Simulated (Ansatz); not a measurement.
One change: `[SH][Cd][Cl]` becomes `[CH3][Cd][SH]`.

Ansatz, PBE0-D4/def2-TZVP geometries, multiplicity 1. Each molecule was computed in one conformer, which needn't be the lowest.

Elements past krypton have def2 core potentials.

```tsv
property	`[SH][Cd][Cl]`
HOMO energy (B3LYP/def2-TZVPP) / eV	-7.35
HOMO energy (ωB97M-V/def2-TZVPP) / eV	-9.77
HOMO–LUMO gap (ωB97M-V/def2-TZVPP) / eV	9.78
HOMO–LUMO gap (PBE0/def2-TZVPP) / eV	5.83
LUMO energy (PBE0/def2-TZVPP) / eV	-1.77
size of the dipole moment (B3LYP/def2-TZVPP) / D	1.45
```

**Question.** What does the change do to each property? (Estimate.)

**Answer.** The calculation gave: 
```
                                        property  `[CH3][Cd][SH]`  shift
             HOMO energy (B3LYP/def2-TZVPP) / eV            -6.65   0.70
           HOMO energy (ωB97M-V/def2-TZVPP) / eV            -9.09   0.68
         HOMO–LUMO gap (ωB97M-V/def2-TZVPP) / eV             9.97   0.19
            HOMO–LUMO gap (PBE0/def2-TZVPP) / eV             6.34   0.51
              LUMO energy (PBE0/def2-TZVPP) / eV            -0.55   1.22
size of the dipole moment (B3LYP/def2-TZVPP) / D             2.17   0.72
```

With PBE0 the HOMO rises by 0.71 eV and the LUMO rises by 1.22 eV, so the gap widens by about 0.51 eV. PBE moves the HOMO by 0.68 eV and ωB97M-V by 0.68 eV. Dipoles are sizes alone; their direction can turn.

B3LYP here is the variant with VWN-RPA as its local correlation; programs differ in this.
